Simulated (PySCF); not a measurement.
**[V(SH)4]-: what the settings change**

The complex [V(SH)4]- (charge -1) contains V(III), shell d2. The structure is a PBE0-D3(BJ)/def2-TZVP geometry optimised for multiplicity 3; coordination tetrahedral, point group S4, metal–donor distances 2.31 Å.

```
9

V     0.000    0.000    0.000
S     1.328    1.328    1.354
H     0.325    1.688    2.175
S    -1.328   -1.328    1.354
H    -0.325   -1.688    2.175
S    -1.328    1.328   -1.354
H    -1.688    0.325   -2.175
S     1.328   -1.328   -1.354
H     1.688   -0.325   -2.175
```

Method (PySCF 2.14, density fitting): CASSCF(2,5) with orbitals averaged over all microstates of the shell, strongly contracted NEVPT2 on the averaged canonical orbitals; basis x2c-TZVPall on the metal, x2c-SVPall elsewhere; spin-free X2C; IEF-PCM dichloromethane; spin-orbit coupling by state interaction with the mean-field operator over all roots.

Base run: NEVPT2 ground state 3B (from 3A2), next 3E (from 3T2) at 8121, then 3B (from 3T2) at 8992 cm⁻¹, 10Dq(CASSCF) 6557, B(CASSCF) 841, ζ 161 cm⁻¹, D 0.22 cm⁻¹, g 1.931 1.931 1.935, μeff(300 K) 2.81 μB.

**Question.** What happens with the basis x2c-TZVPall on all atoms?

**Answer.** NEVPT2 ground state 3B (from 3A2), next 3E (from 3T2) at 7832, then 3B (from 3T2) at 8693 cm⁻¹, 10Dq(CASSCF) 6458, B(CASSCF) 840, ζ 161 cm⁻¹, D 0.24 cm⁻¹, g 1.928 1.928 1.933, μeff(300 K) 2.81 μB. It took 21 s against 9.9 s on a shared host of the same kind.

**Question.** What happens with orbitals averaged over the highest spin alone?

**Answer.** NEVPT2 ground state 3B (from 3A2), next 3E (from 3T2) at 8061, then 3B (from 3T2) at 8902 cm⁻¹, 10Dq(CASSCF) 6578, B(CASSCF) 856, ζ 164 cm⁻¹, D 0.23 cm⁻¹, g 1.928 1.928 1.933, μeff(300 K) 2.81 μB.

NEVPT2 lifts 3B (from 3T2) from 7490 to 8992 cm⁻¹; on the d shell alone such lifts tend to overshoot. NEVPT2 on the d shell alone tends to put d–d bands too high for such charged or covalently bound ions.
